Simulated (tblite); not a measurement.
**Question.** What does the GFN2-xTB structure of `[CH2][C@@H](C)/N=C\CC#N` [radical] look like in three dimensions? (Doublet state.)

**Answer.** 
```xyz
17
C6H9N2 angstrom
C     -2.0384    1.2859    0.1517
C     -1.0337    0.2066    0.1757
C     -1.7070   -1.1799    0.0039
N     -0.1475    0.3822   -0.9438
C      1.0957    0.3025   -0.8748
C      1.9486    0.0232    0.3573
C      3.3319   -0.1390    0.0050
N      4.4261   -0.2702   -0.2993
H     -2.6009    1.5174    1.0338
H     -2.2622    1.7785   -0.7721
H     -0.5187    0.2000    1.1540
H     -2.4351   -1.3345    0.7948
H     -0.9574   -1.9673    0.0452
H     -2.2064   -1.2189   -0.9595
H      1.6430    0.4532   -1.7996
H      1.8550    0.8587    1.0602
H      1.6000   -0.8865    0.8575
```

Any rigid rotation of these coordinates is as good. Atoms count from 1 in this order. The C–N distances run from 1.143 Å (C7≡N8, drawn triple) to 1.439 Å (C2–N4, drawn single), a spread of 0.296 Å. The 4 C–C bonds span 1.437 Å (C6–C7, drawn single) to 1.551 Å (C2–C3, drawn single), a spread of 0.114 Å. C5 (carbon bonded to C, N and H) is planar (angles 127.9°, 116.5° and 115.6°, sum 360.0°, 0.00 Å off the plane of its three neighbours). Of the pairs four or more bonds apart, C6···H11 is among the closest relative to their van der Waals radii: 2.60 Å, 90 % of the sum of Bondi's values.

Bonds between heavy atoms (Å): C1–C2 1.475, C2–C3 1.551, C2–N4 1.439, N4=C5 1.248, C5–C6 1.524, C6–C7 1.437, C7≡N8 1.143.

Structure optimised with GFN2-xTB, isolated species. This method treats the open shell by occupation alone, without spin polarisation.

Point group: C1 (no symmetry element, even within 0.4 Å). Its GFN2-xTB frequencies are all real (lowest 16 cm⁻¹). Torsions: H–C1–C2–C3 81° and -93°, C1–C2–N4–C5 134°, N4–C5–C6–C7 173°.

Time: 0.48 s wall. Hardware: one thread of an Arm Neoverse V1, shared host. These figures are those of the optimisation.

One conformer stands for the species.

All values are computed, not measured.
